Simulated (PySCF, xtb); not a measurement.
Bi(Cl)3 anion (BiCl3), SMILES [Cl][Bi]([Cl])[Cl] (connectivity only; charge and spin as stated), charge -1, multiplicity 2.

Harmonic wavenumbers (cm⁻¹) from GFN2-xTB (xtb) at its own minimum, in rising order: 34, 35, 53, 217, 218, 264.

Task: What does PBE-D3(BJ)/def2-SVPD (PySCF) give at its own minimum? (An estimate is asked for; the answer gives what the named calculation found.)

Result: 40, 40, 50, 225, 225, 247. Paired by order, the mean absolute difference is 7 cm⁻¹ and the zero-point energies are 1.2 and 1.2 kcal/mol.
